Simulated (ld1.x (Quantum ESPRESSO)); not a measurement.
How hard is this Al ultrasoft potential?

- Element: aluminium (Al)
- Generator: ld1.x (Quantum ESPRESSO) 7.5
- Type: ultrasoft
- Functional: PBE
- Relativity: non-relativistic
- Frozen core: [Ne]
- Valence charge: 3
- Reference configuration: 3s2 3p1
- Partial waves: 3s (bound): rcut 1.70, rcutus 2.20 bohr; 3s channel at 1 Ry: rcut 1.70, rcutus 2.20 bohr; 3p (bound): rcut 2.50, rcutus 3.30 bohr; 3p channel at 2.85 Ry: rcut 2.50, rcutus 3.30 bohr; 3d channel at -0.2 Ry: rcut 2.80, rcutus 3.00 bohr; 3d channel at 0.6 Ry: rcut 2.80, rcutus 3.00 bohr
- Local potential: all-electron potential smoothed inside 2.35 bohr (lloc = -2)
- Core correction: a·sin(br)/r model core inside 1.05 bohr
- Augmentation charge: PSQ, inside the norm-conserving radii

The pseudo-atom Hamiltonian at the reference potential is diagonalised in spherical Bessel functions j_l(qr) that vanish at 20 bohr, with q² up to the cutoff. All-electron valence levels (Ry): 3s -0.5682, 3p -0.1999.

Problem. How do the lowest levels (Ry) of each channel move with the cutoff, and are there ghosts?

Solution.

```json
{"cutoff (Ry)": "8", "s #1": "-0.5681", "p #1": "-0.1999", "p #2": "0.0241", "d #1": "0.0452", "f #1": "0.1022", "Σ f·Δε (mRy)": "0.3"}
{"cutoff (Ry)": "10", "s #1": "-0.5681", "p #1": "-0.1999", "p #2": "0.0241", "d #1": "0.0452", "f #1": "0.1022", "Σ f·Δε (mRy)": "0.2"}
{"cutoff (Ry)": "12", "s #1": "-0.5681", "p #1": "-0.1999", "p #2": "0.0241", "d #1": "0.0452", "f #1": "0.1022", "Σ f·Δε (mRy)": "0.2"}
{"cutoff (Ry)": "400", "s #1": "-0.5682", "p #1": "-0.1999", "p #2": "0.0241", "d #1": "0.0452", "f #1": "0.1022", "Σ f·Δε (mRy)": "0.0"}
```

Result: no extra level below or beside the all-electron valence levels (s, p, d, f tested); 10 mRy is reached at 6 Ry and 1 mRy at 8 Ry.

Test run stopped at test 4 of 7 (negative rho).
